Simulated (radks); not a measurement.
Question: Excited configurations of Ga IV: one electron is placed in a higher orbital outside [Ar] 3d9. The ground configuration is [Ar] 3d10. All-electron calculation, Dirac Kohn-Sham, PBE, spin-unpolarised, spherical densities, point nucleus; open shells are shared between the two j in proportion to 2j + 1. Program: a radial shooting solver on a logarithmic mesh with Libxc functionals. Excitation = E - E(ground); binding = E(ion) - E, where the ion is the core of charge +4; n* = 4/sqrt(2 binding) in atomic units, and the quantum defect is n - n*. Eigenvalue and <r> are those of j = l + 1/2.

| outer orbital | excitation (eV) | binding (eV) | n* | quantum defect | eigenvalue (eV) | <r> (bohr) |
|---|---|---|---|---|---|---|
| 4f | 50.059 | 13.816 | 3.969 | 0.031 | -11.676 | 4.366 |
| 5d | 50.903 | 12.972 | 4.096 | 0.904 | -11.357 | 5.691 |
| 5f | 54.736 | 9.140 | 4.880 | 0.120 | -7.940 | 7.514 |
| 7s | 55.662 | 8.214 | 5.148 | 1.852 | -7.383 | 10.13 |

Estimate the row for 4s.

Answer: excitation (eV) 18.735; binding (eV) 45.140; n* 2.196; quantum defect 1.804; eigenvalue (eV) -39.408; <r> (bohr) 1.896. The Delta-SCF ionisation energy is 63.875 eV (NIST Atomic Spectra Database: 63.24 eV, measured). Self-interaction in the functional shifts the binding energies and quantum defects, so they are the method's values and not measured ones. Spin polarisation and multiplet splitting are left out, so open shells lie too high by an amount that depends on their filling. Sharing an open shell by 2j + 1 raises it above the true ground level by a part of the spin-orbit splitting, which enters the differences from NIST.

Beside tabulated values, note that spin-unpolarised runs miss the spin-polarisation part of the exchange energy of open shells.
